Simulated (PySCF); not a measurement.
Vertical excitations of a molecule CH8N2Si3 from PySCF 2.14.0 with TDDFT-PBE/def2-SVPD, as energy in eV (oscillator strength): 3.00 (0.000), 3.87 (0.028), 3.93 (0.005), 4.75 (0.004), 4.89 (0.004), 5.02 (0.000), 5.05 (0.007), 5.28 (0.013), 5.32 (0.031), 5.68 (0.063). Lowest triplet (TDA): 2.44 eV. Geometry: PBE0-D3(BJ)/def2-SVP. Other conformers were not sampled.

**Question.** Pick the molecule that these values belong to.
A) C1=N[SiH2][SiH2]N[SiH2]1
B) N[Si@H]1N=C[Si@@H]1[SiH3]
C) N[SiH2][Si@@H]1C=N[SiH2]1
D) N[Si@@H]1N=C[SiH2][SiH2]1

**Answer.** A, C1=N[SiH2][SiH2]N[SiH2]1
